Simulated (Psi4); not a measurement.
triplet silylene (H$_{2}$Si), triplet, at a GFN2-xTB geometry; Psi4 1.11 with CCSD(T)/STO-3G.

Input for Psi4:
```
memory 2 GB

molecule mol {
0 3
Si   -0.006391   -0.001951    0.085235
H     0.045667    1.283842   -0.567511
H     0.043812   -1.256535   -0.625785
}

set {
  basis sto-3g
  reference uhf
}

energy('ccsd(t)')
print_variables()
```

What the program printed (banner, timings and long lists left out):

```
   => Loading Basis Set <=

    Name: STO-3G
    Role: ORBITAL
    Keyword: BASIS

         ---------------------------------------------------------
                                   SCF
               by Justin Turney, Rob Parrish, Andy Simmonett
                          and Daniel G. A. Smith
                              UHF Reference
         ---------------------------------------------------------

  ==> Geometry <==

    Molecular point group: cs
    Full point group: Cs

    Geometry (in Angstrom), charge = 0, multiplicity = 3:

       Center              X                  Y                   Z               Mass
    ------------   -----------------  -----------------  -----------------  -----------------
         SI          -0.045954573936    -0.001048703006     0.000000000000    27.976926534650
         H            0.608856479477     1.284748131279     0.000000000000     1.007825032230
         H            0.666828979640    -1.255636444224     0.000000000000     1.007825032230

  Running in cs symmetry.

  Rotational constants: A =     19.16524  B =      5.18103  C =      4.07848 [cm^-1]
  Rotational constants: A = 574559.43357  B = 155323.44389  C = 122269.68559 [MHz]
  Nuclear repulsion =   10.476905058065023

  Charge       = 0
  Multiplicity = 3
  Electrons    = 16
  Nalpha       = 9
  Nbeta        = 7

  ==> Algorithm <==

  SCF Algorithm Type is PK.
  DIIS enabled.
  MOM disabled.
  Fractional occupation disabled.
  Guess Type is SAD.
  Energy threshold   = 1.00e-08
  Density threshold  = 1.00e-08
  Integral threshold = 1.00e-12

  ==> Primary Basis <==

  Basis Set: STO-3G
    Blend: STO-3G
    Number of shells: 7
    Number of basis functions: 11
    Number of Cartesian functions: 11
    Spherical Harmonics?: true
    Max angular momentum: 1

  ==> Integral Setup <==

  Using in-core PK algorithm.
   Calculation information:
      Number of atoms:                   3
      Number of AO shells:               7
      Number of primitives:             21
      Number of atomic orbitals:        11
      Number of basis functions:        11

      Integral cutoff                 1.00e-12
      Number of threads:                 1

  Performing in-core PK
  Using 4422 doubles for integral storage.
  We computed 406 shell quartets total.
  Whereas there are 406 unique shell quartets.

  ==> DiskJK: Disk-Based J/K Matrices <==

    J tasked:                  Yes
    K tasked:                  Yes
    wK tasked:                  No
    Schwarz Cutoff:          1E-12

  Minimum eigenvalue in the overlap matrix is 3.4654628281E-01.
  Reciprocal condition number of the overlap matrix is 1.9622964865E-01.
    Using symmetric orthogonalization.

  ==> Pre-Iterations <==

  SCF Guess: Superposition of Atomic Densities via on-the-fly atomic UHF (no occupation information).

   -------------------------
    Irrep   Nso     Nmo
   -------------------------
     A'         9       9
     A"         2       2
   -------------------------
    Total      11      11
   -------------------------

  ==> Iterations <==

                        Total Energy        Delta E     RMS |[F,P]|

   @UHF iter SAD:  -285.61206572653657   -2.85612e+02   0.00000e+00
   @UHF iter   1:  -286.63714604705189   -1.02508e+00   3.50406e-03 ADIIS/DIIS
   @UHF iter   2:  -286.63850605146024   -1.36000e-03   1.41304e-03 ADIIS/DIIS
   @UHF iter   3:  -286.63884838856575   -3.42337e-04   6.81964e-04 ADIIS/DIIS
   @UHF iter   4:  -286.63895984591238   -1.11457e-04   2.48865e-04 ADIIS/DIIS
   @UHF iter   5:  -286.63897597370868   -1.61278e-05   3.82638e-05 DIIS
   @UHF iter   6:  -286.63897624927540   -2.75567e-07   4.90268e-06 DIIS
   @UHF iter   7:  -286.63897625238968   -3.11428e-09   4.67252e-07 DIIS
   @UHF iter   8:  -286.63897625241395   -2.42721e-11   3.65404e-08 DIIS
   @UHF iter   9:  -286.63897625241412   -1.70530e-13   6.24334e-09 DIIS
  Energy and wave function converged.

  ==> Post-Iterations <==

   @Spin Contamination Metric:   3.311455306E-03
   @S^2 Expected:                2.000000000E+00
   @S^2 Observed:                2.003311455E+00
   @S   Expected:                1.000000000E+00
   @S   Observed:                1.000000000E+00

    Orbital Energies [Eh]
    ---------------------

    Alpha Occupied:

[...]
    Alpha Virtual:

[...]
    Beta Occupied:

[...]
       6Ap    -0.393274

    Beta Virtual:

[...]
       9Ap     0.724687

    Final Occupation by Irrep:
             Ap   App
    DOCC [     6,    1 ]
    SOCC [     1,    1 ]
    NA   [     7,    2 ]
    NB   [     6,    1 ]

  @UHF Final Energy:  -286.63897625241412

   => Energetics <=

    Nuclear Repulsion Energy =             10.4769050580650234
    One-Electron Energy =                -421.2722308225330607
    Two-Electron Energy =                 124.1563495120538789
    Total Energy =                       -286.6389762524141815

  UHF NO Occupations:
  HONO-2 :    6 Ap 1.9988974
  HONO-1 :    7 Ap 1.0000000
  HONO-0 :    2App 1.0000000
  LUNO+0 :    8 Ap 0.0011026
  LUNO+1 :    9 Ap 0.0005539

Computation Completed

Properties will be evaluated at   0.000000,   0.000000,   0.000000 [a0]

Properties computed using the SCF density matrix

 Multipole Moments:

 ------------------------------------------------------------------------------------
     Multipole            Electronic (a.u.)      Nuclear  (a.u.)        Total (a.u.)
 ------------------------------------------------------------------------------------

 L = 1.  Multiply by 2.5417464519 to convert [e a0] to [Debye]
 Dipole X            :         -1.4700282            1.1949143           -0.2751139
 Dipole Y            :         -0.0335467            0.0272685           -0.0062782
 Dipole Z            :          0.0000000            0.0000000            0.0000000
 Magnitude           :                                                    0.2751855

 ------------------------------------------------------------------------------------

 MINTS: Wrapper to libmints.
[...]

MP2 correlation energy -0.0248564905505191
                Solving CC Amplitude Equations
                ------------------------------
  Iter             Energy              RMS        T1Diag      D1Diag    New D1Diag    D2Diag
  ----     ---------------------    ---------   ----------  ----------  ----------   --------
     0        -0.024856490550519    0.000e+00    0.000000    0.000000    0.000000    0.000000
     1        -0.033046219853111    4.149e-02    0.001548    0.000000    0.000000    0.000000
     2        -0.038270847722495    1.769e-02    0.003074    0.000000    0.000000    0.000000
     3        -0.038373617344202    3.770e-03    0.003480    0.000000    0.000000    0.000000
     4        -0.038455148520472    1.083e-03    0.003569    0.000000    0.000000    0.000000
     5        -0.038451274032612    2.859e-04    0.003561    0.000000    0.000000    0.000000
     6        -0.038452122442700    1.167e-04    0.003551    0.000000    0.000000    0.000000
     7        -0.038454058381681    3.624e-05    0.003547    0.000000    0.000000    0.000000
     8        -0.038453281312890    8.556e-06    0.003546    0.000000    0.000000    0.000000
     9        -0.038453423223990    2.004e-06    0.003546    0.000000    0.000000    0.000000
    10        -0.038453427724898    5.828e-07    0.003546    0.000000    0.000000    0.000000
    11        -0.038453424394387    1.627e-07    0.003546    0.000000    0.000000    0.000000
    12        -0.038453421916202    3.635e-08    0.003546    0.000000    0.000000    0.000000

    Iterations converged.

    Largest TIA Amplitudes:
              6   0        -0.0029563645
              3   1        -0.0012105937
              5   1         0.0011153976
              2   0         0.0010448409
              4   0         0.0009661484
              1   0        -0.0003082348
              0   0         0.0000008619

    Largest Tia Amplitudes:
              4   0         0.0110864865
              4   1         0.0078112324
              2   2        -0.0012058382
              6   3        -0.0009492545
              3   1         0.0008253441
              3   0        -0.0006186319
              1   1        -0.0003732560
              1   0        -0.0003130490
              5   2         0.0000241419
              0   0        -0.0000049435

    Largest TIJAB Amplitudes:
      6   5   1   0         0.0100573889
      5   4   1   0        -0.0067753543
      3   2   1   0         0.0024380176
      5   2   1   0         0.0016640303
      4   3   1   0         0.0015769831
      6   3   1   0        -0.0012682333
      3   1   1   0        -0.0010246763
      5   1   1   0        -0.0004154330
      3   0   1   0        -0.0000548659
      5   0   1   0        -0.0000103201

    Largest Tijab Amplitudes:
      5   4   2   0        -0.0103950368
      6   2   3   2        -0.0040031328
      6   3   3   0        -0.0033202384
      6   3   3   1         0.0032439807
      3   2   2   0         0.0028585093
      3   2   2   1        -0.0027895221
      4   3   1   0        -0.0027547963
      6   4   3   1        -0.0024586113
      6   5   3   2        -0.0023724643
      3   1   1   0         0.0018833782

    Largest TIjAb Amplitudes:
      5   5   0   1        -0.0605019318
      8   4   0   3        -0.0575809755
      5   5   1   2        -0.0559067730
      5   5   0   0        -0.0532503156
      6   5   1   1         0.0477964832
      6   4   0   1         0.0457851884
      4   4   0   1        -0.0443372389
      5   4   1   0        -0.0442875091
      6   5   0   2         0.0413386824
      5   4   0   2        -0.0375205433

    SCF energy       (wfn)                    = -286.638976252414125
    Reference energy (file100)                = -286.638976252413784

    Opposite-spin MP2 correlation energy      =   -0.023779909146506
    Same-spin MP2 correlation energy          =   -0.001076581404013
    Singles MP2 correlation energy            =   -0.000000000000000
    MP2 correlation energy                    =   -0.024856490550519
      * MP2 total energy                      = -286.663832742964303

    Opposite-spin CCSD correlation energy     =   -0.037287281457528
    Same-spin CCSD correlation energy         =   -0.001166140458674
    Singles CCSD correlation energy           =    0.000000000000000
    CCSD correlation energy                   =   -0.038453421916202
      * CCSD total energy                     = -286.677429674329971

            **************************
            *                        *
            *        CCTRIPLES       *
            *                        *
            **************************

    Wave function   =    CCSD_T
    Reference wfn   =      UHF

    Nuclear Rep. energy (wfn)                =   10.476905058065023
    SCF energy          (wfn)                = -286.638976252414125
    Reference energy    (file100)            = -286.638976252413784
    CCSD energy         (file100)            =   -0.038453421916202
    Total CCSD energy   (file100)            = -286.677429674329971

    Number of ijk index combinations:
    Spin Case AAA:                                  84
    Spin Case BBB:                                  35
    Spin Case AAB:                                 252
    Spin Case ABB:                                 189
    AAA (T) energy                             =    0.000000000000000
    BBB (T) energy                             =   -0.000003619708121
    AAB (T) energy                             =   -0.000137797659974
    ABB (T) energy                             =   -0.000111225873771
    (T) energy                                   =   -0.000252643241865
      * CCSD(T) total energy                     = -286.677682317571850

  Variable Map:
  ----------------------------------------------------------------------------
[...]
  Array Variable Map:
  ----------------------------------------------------------------------------
[...]
[...]
```
